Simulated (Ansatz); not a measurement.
Se₃⁻ was relaxed with PBE0-D4 (def2-TZVPD) in Ansatz in these states: charge -1 doublet, charge -1 quartet. The geometries follow in no particular order.

A:

Cartesian coordinates in Å:
```
Se -2.3153 -0.3645 0.3069
Se 2.3150 0.3657 -0.3071
Se 0.0004 -0.0013 0.0001
```

B:

Cartesian coordinates in Å:
```
Se 1.497 -1.244 0.108
Se -0.884 1.680 -0.441
Se -0.612 -0.436 0.333
```

Question: Judge from the bond lengths which geometry belongs to which state (an estimate).

Answer: A is the charge -1 quartet (Se1–Se3 2.364 Å, Se2–Se3 2.364 Å); B is the charge -1 doublet (Se1–Se3 2.269 Å, Se2–Se3 2.269 Å).

At PBE0-D4/def2-TZVPD a doublet lies 1.49 eV below the charge -1 quartet. These are the stationary points nearest to one start from a short search; other shapes may lie lower in each state.
